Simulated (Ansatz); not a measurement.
`[OH][SnH2][SiH2]Cl` + `COBF` → `C[O][SnH2][OH]` + `FB[SiH2]Cl`  (redistribution)

Calculated with Ansatz (gas phase, PBE0-D4/def2-TZVP geometries, no zero-point term in ΔE). CBS: MP2 limit from def2 TZ/QZ plus the TZ coupled-cluster correction, frozen cores. DFT in def2-TZVPP. Elements past krypton have def2 core potentials. For Sn outer-core shells are correlated without core-valence functions, which leaves a few kJ/mol of doubt a bond. One conformer a species, not always the lowest.

`[OH][SnH2][SiH2]Cl`:

```xyz
9

O     2.124   -0.005   -0.858
Sn    0.181   -0.266   -1.086
Si   -0.975    0.261    1.155
Cl   -0.842    2.279    1.547
H     2.521   -0.634   -0.252
H    -0.078   -1.891   -1.573
H    -0.203    0.829   -2.330
H    -0.315   -0.466    2.270
H    -2.414   -0.107    1.127
```

`COBF`:

Cartesian coordinates in Å:
```
C 0.324 0.932 -0.441
O 0.351 -0.480 -0.417
B -0.349 -1.183 0.482
F -0.264 -2.504 0.430
H -0.323 1.337 0.341
H -0.039 1.262 -1.416
H 1.339 1.307 -0.298
H -1.039 -0.672 1.319
```

`C[O][SnH2][OH]`:

Z-matrix (Å, degrees):
```
C
O 1 1.404
H 1 1.094 2 108.3
H 1 1.099 2 112.6 3 -118.8
H 1 1.099 2 112.6 3 118.8
Sn 2 1.962 1 121.3 3 -179.8
O 6 1.952 2 101.0 1 -179.9
H 6 1.706 2 110.0 1 -64.1
H 6 1.707 2 109.9 1 64.2
H 7 0.961 6 110.9 2 -0.5
```

`FB[SiH2]Cl`:

Cartesian coordinates in Å:
```
F -0.571 0.886 1.899
B 0.118 -0.012 1.226
Si 0.015 -0.102 -0.803
Cl -1.254 1.327 -1.568
H 0.801 -0.766 1.869
H 1.365 0.107 -1.391
H -0.474 -1.439 -1.231
```

| species | r2SCAN energy (Eh) |
| --- | --- |
| `[OH][SnH2][SiH2]Cl` | -1042.31999 |
| `COBF` | -240.50464 |
| `C[O][SnH2][OH]` | -406.52925 |
| `FB[SiH2]Cl` | -876.22483 |

Q: Work out ΔE.

A: ΔE = (-406.52925) + (-876.22483) − (-1042.31999) − (-240.50464) = 0.07055 Eh = +185.2 kJ/mol. CCSD(T)/CBS gives +178.6 kJ/mol.

Largest T1 diagnostic among the species: 0.014.

From PBE to PBE0 (25 % exact exchange), in def2-TZVPP and without D4, ΔE moves by +4.2 kJ/mol.
